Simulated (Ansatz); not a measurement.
`C[SiH](F)[SiH2]N`, charge 0, multiplicity 1.

Task: Give a relaxed structure at PBE0-D4/def2-TZVP (Ansatz 0.2.0). (Estimate.)

Result: The calculation gave: 
Z-matrix (Å, degrees):
```
C
Si 1 1.864
H 1 1.093 2 110.8
H 1 1.092 2 111.6 3 -120.7
H 1 1.094 2 109.9 3 119.0
F 2 1.612 1 108.5 3 58.0
Si 2 2.349 1 111.9 3 178.5
H 2 1.489 1 109.4 3 -57.9
N 7 1.729 2 106.7 1 45.1
H 7 1.488 2 111.6 1 161.5
H 7 1.498 2 109.5 1 -80.6
H 9 1.008 7 119.5 2 -58.1
H 9 1.008 7 119.1 2 161.5
```
This is one stationary point; other conformers may exist.
